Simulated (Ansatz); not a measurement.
Basis sets compared for In3Sb3H12, a cluster cut from wurtzite InSb (hydrogen-capped). Charge 0, multiplicity 1. Geometry PBE-D4/def2-SVP. Ansatz on 2 threads of AMD EPYC 7R13 on a shared host; times are rough, and most runs start from earlier orbitals.

```xyz
18

Sb   -1.8800   -1.5932   -0.0126
In   -0.8552   -1.3222    2.7012
Sb    0.6219    1.1174    2.1059
In   -0.6035   -1.5800   -2.6309
Sb    0.8201    0.9124   -2.1376
In    2.5399    1.8245    0.0301
H    -2.9122   -2.9694    0.0071
H    -3.1733   -0.4636   -0.1281
H    -2.1846   -0.8970    3.7291
H     0.3474   -2.5626    2.8696
H    -0.5553    2.3734    2.0864
H     1.3234    1.6215    3.5943
H    -1.8303   -1.2635   -3.8144
H     0.6029   -2.8263   -2.5631
H    -0.3502    2.1584   -2.3454
H     1.6634    1.2739   -3.5943
H     3.8050    0.6418    0.1497
H     2.6205    3.5545   -0.0469
```

In the def2 sets In, Sb take a core potential; there is no spin–orbit coupling.

Binding counts from free atoms (Sb quartet, In doublet, H doublet) in the same basis, without a counterpoise term.

| level | functions | energy (Eh) | HOMO (eV) | LUMO (eV) | binding per atom (eV) | wall time |
| --- | --- | --- | --- | --- | --- | --- |
| PBE-D4/def2-SVP | 216 | -1298.3075 | -6.15 | -2.19 | 2.09 | 6 s |
| PBE0-D4/def2-SVP | 216 | -1298.3626 | -7.06 | -1.49 | 2.08 | 14 s |

(1) Estimate the rows for PBE-D4/def2-TZVP, PBE0-D4/def2-TZVP.

Results:

(1) 
| level | functions | energy (Eh) | HOMO (eV) | LUMO (eV) | binding per atom (eV) | wall time |
| --- | --- | --- | --- | --- | --- | --- |
| PBE-D4/def2-TZVP | 372 | -1298.3650 | -6.21 | -2.29 | 2.11 | 7.5 s |
| PBE0-D4/def2-TZVP | 372 | -1298.4125 | -7.09 | -1.57 | 2.10 | 9 s |
